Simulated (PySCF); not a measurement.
The vertical singlet excitations below were computed for one of the candidates. Computed with PySCF 2.14.0, density-fitted response routines, TDDFT PBE0/def2-SVPD, vertical, gas phase, core orbitals frozen in the response. Geometries: GFN2-xTB, one conformer each.

```csv
state,E (eV),f,"main configurations (H = HOMO, L = LUMO)"
S1,5.57,0.0044,"H-1→L (58%), H-1→L+1 (31%)"
S2,6.25,0.094,H→L (80%)
S3,6.55,0.0074,"H-2→L (44%), H→L+1 (34%), H-3→L (11%)"
S4,6.59,0.0087,"H-2→L (42%), H-3→L (24%), H-1→L (11%)"
S5,6.87,0.010,"H-1→L+1 (42%), H-3→L (33%), H-1→L (18%)"
S6,6.89,0.150,"H→L+1 (40%), H-3→L (21%), H-1→L+1 (9%)"
```

Triplets computed (Tamm–Dancoff): 4.25, 5.05 eV.

Problem. Which structure fits? All have the formula C5H6ClFO2.
A. `O=C(O)/C(=C/Cl)CCF`
B. `C=C[C@@H](Cl)[C@H](F)C(=O)O`
C. `O=C1COC[C@@]1(F)CCl`
D. `CO[C@@H]1C[C@]1(F)C(=O)Cl`

Solution. B. Its S1, at 5.57 eV, is the highest among the candidates; the nearest of the others has S1 at 4.98 eV. S1 is HOMO-1→LUMO (58%), HOMO-1→LUMO+1 (31%). Löwdin shares by element: HOMO carbon 70% or more, chlorine 15% (atoms not listed hold the other 16%); LUMO carbon 31% or more, chlorine 14%, oxygen 12% or more (atoms not listed hold the other 43%). At the same level the other candidates give, for their lowest levels:
- `O=C(O)/C(=C/Cl)CCF`: 4.87 eV (f 0.000); 5.45 eV (f 0.325); 6.03 eV (f 0.003); 6.83 eV (f 0.008); 6.90 eV (f 0.002); T1 3.40 eV; HOMO -7.75, LUMO -1.80 eV
- `O=C1COC[C@@]1(F)CCl`: 3.88 eV (f 0.001); 5.20 eV (f 0.008); 6.24 eV (f 0.002); 6.24 eV (f 0.004); 6.67 eV (f 0.001); T1 3.33 eV; HOMO -7.70, LUMO -1.79 eV
- `CO[C@@H]1C[C@]1(F)C(=O)Cl`: 4.98 eV (f 0.021); 5.63 eV (f 0.131); 6.28 eV (f 0.002); 6.66 eV (f 0.012); 6.73 eV (f 0.007); T1 4.41 eV; HOMO -7.90, LUMO -1.46 eV

Conformer computed: `[CH2:1]=[CH:2][C@@H:3]([Cl:4])[C@H:5]([F:6])[C:7](=[O:8])[OH:9]`: C1–C2–C3–Cl4 111°, C2–C3–C5–F6 56°, C3–C5–C7–O8 69°, H–O9–C7–C5 178°.
